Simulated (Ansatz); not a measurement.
MgI2⁺. Total charge 1; doublet. Geometry r2SCAN-D4/def2-TZVP, that of the neutral singlet; atoms count from 1.

Cartesian coordinates in Å:
```
Mg -0.002 -0.001 0.001
I -1.032 -0.402 -2.275
I 1.034 0.402 2.273
```

In the def2 sets I takes a core potential; there is no spin–orbit coupling.

**Question.** Estimate the Mulliken populations from the PBE0/def2-TZVP orbitals of Ansatz.

**Answer.** 
```csv
atom,charge (e),spin (α − β)
Mg1,0.84,-0.03
I2,0.08,0.52
I3,0.08,0.52
```
Mulliken values and Mayer orders depend strongly on the basis.

**Question.** Where does the spin sit?

**Answer.** Summed by element: Mg -0.03, I 1.03, of 1 unpaired in all. Largest on single atoms: I2 0.52, I3 0.52, Mg1 -0.03.

**Question.** And the Mayer bond orders between bonded heavy atoms (over 0.3)?

**Answer.** Mg1–I2 0.91 (2.53 Å); Mg1–I3 0.91 (2.53 Å). Values over 0.3 also appear between atoms too far apart for a bond (I2–I3 0.46 at 5.06 Å); they arise where an orbital or an unpaired electron spreads over both atoms.
